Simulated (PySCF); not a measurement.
SMILES Cl[Si](Cl)(Cl)C[Si](Cl)(Cl)Cl, GFN2-xTB optimised geometry.

```
11

Cl    -0.02    -2.51    -0.91
Si     0.73    -1.08     0.29
Cl     2.69    -0.82    -0.13
Cl     0.52    -1.63     2.22
C     -0.16     0.59     0.00
Si    -2.07     0.59     0.00
Cl    -2.75    -0.33    -1.66
Cl    -2.78    -0.34     1.64
Cl    -2.69     2.51     0.00
H      0.18     1.00    -0.95
H      0.19     1.29     0.76
```

Density from PySCF with PBE/def2-TZVP at that geometry.

Minimum of the electron density along straight lines between bonded atoms, close to the bond critical point (lines longer than 1.1 times the sum of covalent radii, or with two minima, are not listed):

| bond | length / Å | ρ at the minimum / e bohr⁻³ | ∇²ρ there / e bohr⁻⁵ | position (fraction from the first atom) |
|---|---|---|---|---|
| Cl1–Si2 | 2.014 | 0.108 | 0.25 | 0.63 |
| Si2–Cl3 | 2.020 | 0.107 | 0.24 | 0.37 |
| Si2–Cl4 | 2.014 | 0.108 | 0.25 | 0.37 |
| Si2–C5 | 1.913 | 0.117 | 0.09 | 0.39 |
| C5–Si6 | 1.912 | 0.117 | 0.09 | 0.61 |
| Si6–Cl7 | 2.014 | 0.108 | 0.25 | 0.37 |
| Si6–Cl8 | 2.014 | 0.108 | 0.25 | 0.37 |
| Si6–Cl9 | 2.020 | 0.107 | 0.24 | 0.37 |
| C5–H10 | 1.091 | 0.269 | -0.87 | 0.64 |
| C5–H11 | 1.091 | 0.269 | -0.87 | 0.64 |
